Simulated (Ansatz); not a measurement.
A nudged elastic band was laid between two geometries of C₂H₁₀N₂Si (15 atoms, charge 0, multiplicity 1).

The calculation used RKS BHLYP/cc-pVDZ (Ansatz).

- movable images: 2
- climbing image: no
- spring: 5.0 eV/Å²
- optimiser: quadratic models (default)
- start path: through a guess of the saddle point
- force threshold: 0.05 eV/Å
- iteration limit: 60
- end points: relaxed

Image 0:

```xyz
15
Properties=species:S:1:pos:R:3
N -1.219 0.165 1.574
C 0.149 -0.232 1.306
C 0.534 -0.390 -0.170
N -0.354 -1.380 -0.779
Si 0.426 1.233 -1.160
H -1.362 1.132 1.314
H -1.829 -0.373 0.969
H 0.322 -1.198 1.801
H 0.828 0.477 1.791
H 1.598 -0.690 -0.196
H -0.215 -2.284 -0.340
H -0.137 -1.513 -1.758
H 1.396 2.220 -0.609
H 0.780 0.954 -2.581
H -0.937 1.827 -1.132
```

Image 3:

```xyz
15
Properties=species:S:1:pos:R:3
N -0.999 -0.074 1.443
C 0.495 -0.375 1.268
C 0.691 -0.421 -0.242
N -0.249 -1.433 -0.753
Si 0.440 1.252 -1.145
H -1.346 0.872 1.249
H -1.431 -0.694 0.748
H -1.309 -0.348 2.365
H 1.027 0.478 1.712
H 1.745 -0.691 -0.408
H 0.007 -2.325 -0.339
H -0.190 -1.539 -1.757
H 1.611 2.127 -0.864
H 0.261 1.170 -2.628
H -0.776 1.952 -0.620
```

(1) What changes between the two ends?

(2) What energy profile does the band end with?

(3) What is the geometry of the highest image?

## Answers

(1) Bonds broken: C2–H8. Bonds formed: N1–H8.

(2) The forces met the threshold. The highest image is number 1 of 0 to 3, 2.69 eV above the first end and 0.10 eV above the last; the last end lies 2.59 eV above the first. Neighbouring images differ by up to 2.7 eV, so the band resolves the path poorly. No image climbed, so the highest image needn't sit at the top of the path. So few images can step over the top or miss a turn of the path. The orbitals stay closed-shell, which can raise the energy where a bond breaks towards radicals; this wasn't checked here.

| image | path coordinate (Å) | energy (eV) | C2–H8 (Å) | N1–H8 (Å) |
| --- | --- | --- | --- | --- |
| 0 | 0.00 | 0.00 | 1.10 | 2.07 |
| 1 | 1.05 | 2.69 | 1.20 | 1.45 |
| 2 | 2.09 | 2.67 | 2.03 | 1.01 |
| 3 | 3.12 | 2.59 | 2.11 | 1.01 |

(3) 
```xyz
15
Properties=species:S:1:pos:R:3
N -1.111 0.167 1.481
C 0.298 -0.303 1.336
C 0.620 -0.465 -0.194
N -0.338 -1.420 -0.749
Si 0.398 1.224 -1.147
H -1.303 1.134 1.359
H -1.567 -0.437 0.807
H -0.347 -0.852 2.183
H 1.048 0.376 1.759
H 1.672 -0.747 -0.395
H -0.115 -2.336 -0.380
H -0.294 -1.491 -1.758
H 1.269 2.279 -0.561
H 0.758 1.119 -2.601
H -1.009 1.701 -1.110
```

Time of the run: 76 s on 2 threads of INTEL(R) XEON(R) PLATINUM 8581C CPU @ 2.10GHz (Emerald Rapids), on a shared host, peak memory 0.33 GiB.
